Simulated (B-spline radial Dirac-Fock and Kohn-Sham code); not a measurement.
**Binding energies of Os⁶⁴⁺ at several levels of theory**

System: the Os⁶⁴⁺ ion in the configuration [Ne] 3s2.

The density-functional columns are spherical, spin-unpolarised Dirac-Kohn-Sham results without Breit or QED terms: −ε is minus the orbital energy of the initial state and ΔSCF the difference of two total energies. The reference in the last column comes from Dirac-Fock energy differences between relaxed states, corrected for Breit and QED terms. All numbers are from an atomic code on a B-spline grid, in eV; a selection of levels is shown. For the 1s level of heavy atoms much of the gap between ΔSCF and the reference is the Breit and QED part, -375.4 eV here; for other levels the error of the functional can be larger.

```
     level   LDA −ε  LDA ΔSCF  Dirac-Fock
    K (1s)  79255.4   79893.8     79524.2
   L1 (2s)  18097.0   18255.2     18289.0
L2 (2p1/2)  17639.1   17832.0     17767.0
L3 (2p3/2)  16060.2   16230.9     16202.9
   M1 (3s)   7430.6    7493.9      7467.6
```

For the outermost level NIST gives 7468 ± 24 eV (theoretical); the differences from it are LDA −ε -37.40, LDA ΔSCF +25.90, Dirac-Fock -0.41 eV.

Values without a named source are computed, but for edge energies of neutral atoms, which are taken from tables.
